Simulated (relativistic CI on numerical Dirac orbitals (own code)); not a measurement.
## Co+ in a cubic cluster: L2,3 absorption with charge transfer

Computed with a charge-transfer multiplet model of a cubic metal-ligand cluster with up to 2 ligand holes, Slater and spin-orbit integrals from Dirac-Coulomb-Breit ions, Slater integrals scaled by 0.7. The ground state mixes d8 with configurations of k ligand holes L, whose averages lie at kΔ + k(k − 1)U_dd/2; a core hole lowers each added d electron by U_cd. 300 K, Lorentzian 0.4 eV and Gaussian 0.3 eV FWHM.

Atomic integrals in eV (Slater integrals scaled, ζ unscaled), ground: F2dd 7.249, F4dd 4.465, zeta_d 0.056; with the core hole: F2dd 7.249, F4dd 4.465, zeta_d 0.075, zeta_core 9.677, F2cd 4.656, G1cd 3.450, G3cd 1.960.

Cluster parameters (eV): Δ = 5.4, U_dd = 6.4, U_cd = 7.8, 10Dq(ligand) = 1.3, V(eg) = 1.25, V(t2g) = -0.55, final-state hopping factor = 0.9.

```tsv
Case	n_d	d8	d9L	d10L2	S
10Dq = 0.1 eV	8.08	0.92	0.08	0.00	1.00
10Dq = 0.4 eV	8.08	0.92	0.08	0.00	1.00
10Dq = 0.7 eV	8.07	0.93	0.07	0.00	1.00
10Dq = 1 eV	8.07	0.93	0.07	0.00	1.00
10Dq = 1.9 eV	8.06	0.94	0.06	0.00	1.00
```

Weights, n_d and S are thermal averages at 300 K. Photon energies count from the first peak over 30 % of the highest in each spectrum, which can be another peak from case to case. The parameters are a model scan and need not match a compound or its usual spin state. Peaks in eV (height, largest 100):
- 10Dq = 0.1 eV: 0.0 (100), 1.6 (24), 14.6 (15), 15.4 (30)
- 10Dq = 0.4 eV: 0.0 (100), 1.4 (25), 14.6 (22), 15.4 (31)
- 10Dq = 0.7 eV: 0.0 (100), 1.4 (26), 14.6 (24), 15.4 (28)
- 10Dq = 1 eV: 0.0 (100), 1.5 (24), 14.6 (26), 15.4 (26)
- 10Dq = 1.9 eV: 0.0 (100), 1.4 (20), 14.6 (27), 15.3 (26)

For the case 10Dq = 1 eV, Δ = 5.4 eV is smaller than U_dd = 6.4 eV, the charge-transfer side of the Zaanen-Sawatzky-Allen scheme. With the core hole the configuration with one ligand hole lies at Δ + U_dd − U_cd = 4.0 eV above the one without, against Δ in the ground state. The added d electron screens the hole, so the order of the configurations is kept and charge-transfer satellites are weaker than in photoemission.
